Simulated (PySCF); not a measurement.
Stepwise substitution at one centre (Ga F-Br). Gas-phase values, no solvent. Strings in code marks are SMILES.

The four lowest singlet excitations (Tamm–Dancoff). The numbers are results of B3LYP-D3(BJ)/def2-TZVP // PBE0-D4/def2-TZVP (PySCF), not measurements. B3LYP has the VWN-RPA correlation part, as in Gaussian. Excitations are Tamm–Dancoff values on a coarser integration grid. The basis has no diffuse functions, so Rydberg states are missing or too high.

```tsv
state	energy (eV)	wavelength (nm)	oscillator strength
S1	5.19	239	0.014
S2	5.31	233	0.000
S3	5.53	224	0.024
S4	5.74	216	0.025
```

Question: Identify which member gives these states.
A. `[F][Ga]([Br])[Br]`
B. `[Br][Ga]([Br])[Br]`
C. `[F][Ga]([F])[F]`

Answer: A, `[F][Ga]([Br])[Br]`
